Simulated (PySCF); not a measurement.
SMILES c1(OC)c(cccc1)B (C7H9BO) (GFN2-xTB optimised geometry):

```
18

B     -1.762    -1.810    -0.006
C     -0.927    -0.514     0.000
C     -1.559     0.735     0.002
C     -0.860     1.926     0.002
C      0.524     1.895     0.001
C      1.197     0.686     0.000
C      0.491    -0.514     0.000
O      1.092    -1.729     0.002
C      2.496    -1.807    -0.001
H     -1.249    -2.859    -0.027
H     -2.930    -1.731     0.008
H     -2.639     0.757     0.002
H     -1.383     2.870     0.003
H      1.090     2.816     0.001
H      2.277     0.692    -0.001
H      2.930    -1.339     0.889
H      2.730    -2.870     0.004
H      2.926    -1.349    -0.898
```

Calculation: PBE0/def2-SVP (PySCF).

**Question.** What are the frontier orbital energies and the dipole moment?

**Answer.** HOMO-2 -8.73 eV, HOMO-1 -7.62 eV, HOMO -6.63 eV, LUMO -1.74 eV, LUMO+1 0.16 eV; dipole moment 2.84 D.

Meta-Löwdin charges at PBE0/def2-SVP: B1 -0.03, C2 -0.12, C3 -0.06, C4 -0.14, C5 -0.07, C6 -0.18, C7 0.24, O8 -0.32, C9 -0.09, H10 0.01, H11 0.00, H12 0.11, H13 0.11, H14 0.11, H15 0.11, H16 0.10, H17 0.12, H18 0.10.
